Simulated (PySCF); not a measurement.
A GIAO shielding run with PySCF 2.14 (density fitting, non-relativistic, gas phase) on `N#C[SiH2]CNCC1CCC1`, C$_{7}$H$_{14}$N$_{2}$Si:

```
$ OMP_NUM_THREADS=1 python probes_run.py task.json out

{"job": {"kind": "nmr", "xc": "PBE0", "basis": "pcSseg-1"}, "charge": 0, "multiplicity": 1}
N      3.280452     2.480221    -0.577803
C      3.319161     1.394378    -0.212826
Si     3.370745    -0.382633     0.371319
C      2.088447    -1.382093    -0.633275
N      0.759660    -1.250503    -0.060624
C      0.161434     0.055656    -0.260568
C     -1.248195     0.079076     0.306565
C     -2.360513    -0.581226    -0.530816
C     -3.233421     0.664856    -0.321409
C     -2.007589     1.414597     0.221909
H      4.728895    -0.843280     0.064954
H      3.051616    -0.373117     1.796507
H      2.116131    -1.093906    -1.699226
H      2.362395    -2.438828    -0.584818
H      0.141113    -1.955406    -0.453429
H      0.141894     0.349911    -1.326328
H      0.775087     0.794582     0.268846
H     -1.217957    -0.314795     1.323597
H     -2.761111    -1.518320    -0.148926
H     -2.072129    -0.717630    -1.572419
H     -3.693185     1.083421    -1.214066
H     -4.002510     0.514846     0.433230
H     -1.568663     2.091194    -0.508980
H     -2.143492     1.948762     1.159606
```

Hardware: 1 thread of an Arm Neoverse V1, shared host. The job also computes population analyses, field gradients, ring-centre shieldings.

Task: How large is the calculation?

Result: 84 electrons, 247 basis functions and 1290 auxiliary functions.

Task: How long does it take, and how much memory does it need?

Result: 65 s of wall time, with 14 SCF cycles and 5 response iterations; peak memory 1.1 GiB. Times on a shared host scatter by some tens of per cent.
